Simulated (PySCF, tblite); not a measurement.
Isomers of C6H13O3P, one GFN2-xTB conformer each. Single-point energies are computed at PBE0/pcSseg-1 (PySCF, gas phase, no added dispersion term), electronic only.

```json
{"SMILES": "CC(=O)[P@](C)(=O)CCCO", "GFN2-xTB relative energy (kcal/mol)": "6.7"}
{"SMILES": "COCP1(=O)CCOCC1", "GFN2-xTB relative energy (kcal/mol)": "0.0"}
```

Conformers: `[CH3:1][C:2](=[O:3])[P@:4]([CH3:5])(=[O:6])[CH2:7][CH2:8][CH2:9][OH:10]` with C1–C2–P4–C5 120°, C2–P4–C7–C8 -157°, P4–C7–C8–C9 -59°, C7–C8–C9–O10 72°, C8–C9–O10–H -82°; `[CH3:1][O:2][CH2:3][P:4]1(=[O:5])[CH2:6][CH2:7][O:8][CH2:9][CH2:10]1` with C1–O2–C3–P4 -178°, O2–C3–P4–O5 -179°, C3–P4–C6–C7 -165°, P4–C6–C7–O8 63°, C6–C7–O8–C9 -70°, C7–O8–C9–C10 70°.

Q: What does PBE0/pcSseg-1 give for the same structures?

A: 
```
               SMILES  PBE0/pcSseg-1 E (Eh)  PBE0/pcSseg-1 (kcal/mol)  GFN2-xTB (kcal/mol)  point group
CC(=O)[P@](C)(=O)CCCO            -802.79671                       0.0                  6.7           C1
      COCP1(=O)CCOCC1            -802.77020                      16.6                  0.0      near Cs
```

GFN2-xTB puts COCP1(=O)CCOCC1 lowest instead. As drawn, the lower has a C=O bond and an O–H bond, which the higher lacks.

Q: Which frontier levels, dipoles and rotational constants go with these structures?

A: 
```tsv
SMILES	HOMO (eV, PBE0/pcSseg-1)	LUMO (eV)	dipole (D)	A, B, C (MHz)
CC(=O)[P@](C)(=O)CCCO	-7.16	-1.50	1.86	2048, 732.7, 673.8
COCP1(=O)CCOCC1	-7.40	1.09	3.52	1893, 750.0, 701.0
```

Q: What happens when harmonic zero-point energies from GFN2-xTB frequencies are added?

A: 
```csv
SMILES,ZPE (kcal/mol),electronic (kcal/mol),with ZPE (kcal/mol)
CC(=O)[P@](C)(=O)CCCO,115.5,0.0,0.0
COCP1(=O)CCOCC1,117.3,16.6,18.4
```

The zero-point energies span 1.8 kcal/mol. The order is unchanged.
